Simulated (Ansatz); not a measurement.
The same path of a periodic cell of 14 atoms, Zr₁₂HF (surface Zr(0001), adsorbate HF, already come apart at the first end) was run twice with different band settings. Lost on the way: Zr9–F13, Zr9–H14. Made: Zr11–F13, Zr11–H14.

All numbers below come from DFT PBE, scalar-relativistic, plane waves, PAW in Ansatz. Settings: cutoff 420 eV, k mesh 3x3x1, fermi-dirac smearing 0.05 eV, no spin polarisation.

Relaxed end points:

```xyz
14
Lattice="6.4600 0.0000 0.0000 3.2300 5.5945 0.0000 0.0000 0.0000 18.1454" Properties=species:S:1:pos:R:3
Zr 0.000 0.000 1.000
Zr 3.230 0.000 1.000
Zr 1.615 2.797 1.000
Zr 4.845 2.797 1.000
Zr -0.037 1.844 3.454
Zr 3.268 1.843 3.459
Zr 1.615 4.704 3.454
Zr 4.845 4.662 3.505
Zr 0.055 -0.032 6.083
Zr 3.183 -0.033 6.087
Zr 1.619 2.795 5.880
Zr 4.850 2.854 6.087
F -1.611 0.930 7.284
H 1.618 -0.934 7.183
```

```xyz
14
Lattice="6.4600 0.0000 0.0000 3.2300 5.5945 0.0000 0.0000 0.0000 18.1454" Properties=species:S:1:pos:R:3
Zr 0.000 0.000 1.000
Zr 3.230 0.000 1.000
Zr 1.615 2.797 1.000
Zr 4.845 2.797 1.000
Zr 0.000 1.907 3.454
Zr 3.230 1.864 3.505
Zr 1.578 4.641 3.454
Zr 4.883 4.640 3.459
Zr 0.004 -0.002 5.880
Zr 3.235 0.057 6.087
Zr 1.670 2.766 6.083
Zr 4.798 2.764 6.087
F 0.004 3.727 7.284
H 3.233 1.863 7.183
```

Common settings: climbing image yes; force threshold 0.05 eV/Å; end points relaxed; atoms held 1 to 4.

| run | movable images | spring | optimiser | start path | iteration limit | largest step |
| --- | --- | --- | --- | --- | --- | --- |
| 1 | 7 | 10.0 eV/Å² | quadratic models (default) | straight line | 41 | default |
| 2 | 3 | 5.0 eV/Å² | fire | default | 50 | 0.5 Å |

What does each run give, and how far can it be trusted?

Run 1: converged after 19 iterations, highest image 0.430 eV above the first end. The profile has 3 maxima (images 1, 4, 7) with wells between them (images 2, 6): this band takes more than one step, which may be the mechanism or a detour left from its start path. By the program's own check the climbing image is of a kind that is not told: the force calls were inconclusive, a negative curvature could not be distinguished from the path's own, the only one lies far off the path, or fixed occupations may fill a level only in part (lowest curvatures found: 0.07 and 0.30 eV/Å²).
Run 2: not converged after 50 iterations, highest image 1.175 eV above the first end. The band didn't meet its force threshold, so its energies are provisional: the largest band force was still 1.60 eV/Å, and over the last iterations the top moved between 1.00 and 1.36 eV. Neighbouring images lie up to 2.7 Å apart, so the band is torn or far too coarse.
Limits of this set-up: coarse k mesh, thin slab, slab without dipole correction, no dispersion correction for a molecule that may bind weakly.
